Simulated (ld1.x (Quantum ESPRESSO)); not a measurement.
Building the PAW potential for Sm (Z = 62) (PBE, scalar-relativistic).

Sm (Z = 62), PAW, made with ld1.x (Quantum ESPRESSO) 7.5 (PBE, scalar-relativistic). Core [Kr] 4d10, reference 4f6 5s2 5p6 5d0 6s1 6p0 (charge +1). Waves: 5s (bound): rcut 1.90, rcutus 2.50 bohr; 6s (bound): rcut 1.90, rcutus 2.50 bohr; 5p (bound): rcut 2.45, rcutus 2.85 bohr; 6p (bound, empty): rcut 2.45, rcutus 2.85 bohr; 5d (bound, empty): rcut 2.60, rcutus 3.00 bohr; 5d channel at 2.25 Ry: rcut 2.60, rcutus 3.00 bohr; 4f (bound): rcut 0.90, rcutus 1.10 bohr; 4f channel at 0.5 Ry: rcut 0.90, rcutus 1.10 bohr. Local part: all-electron potential smoothed inside 2.40 bohr (lloc = -1). Core correction: a·sin(br)/r model core inside 0.80 bohr. Augmentation charge: GAUSS, radius 0.75 bohr.

All-electron outer shells of the reference configuration (PBE, scalar-relativistic, ld1.x):

| shell | level (eV) | outermost node (bohr) | outermost maximum (bohr) |
| --- | --- | --- | --- |
| 4p | -253.55 | 0.30 | 0.56 |
| 4d | -134.88 | 0.28 | 0.59 |
| 5s | -49.43 | 0.69 | 1.27 |
| 5p | -29.37 | 0.74 | 1.43 |
| 4f | -8.56 | – | 0.61 |
| 6s | -8.42 | 1.69 | 3.44 |
| 5d | -7.20 | 0.84 | 2.09 |
| 6p | -5.31 | 2.02 | 4.36 |

(1) Is the overlap operator S = 1 + Σ q|β⟩⟨β| positive definite (Bessel basis up to 400 Ry)?

Results:

(1) No: its lowest eigenvalue is -0.544, in the p channel, so the generalised eigenproblem breaks down once the basis is large enough.

Test run stopped at test 1 of 7 (negative rho).

The ghost test of this file was not conclusive. Its overlap operator is not positive definite in a basis up to 400 Ry (lowest eigenvalue p -0.54), so the file is unfit for use: the generalised eigenproblem breaks down once the basis is large enough, and its test numbers describe a broken file.
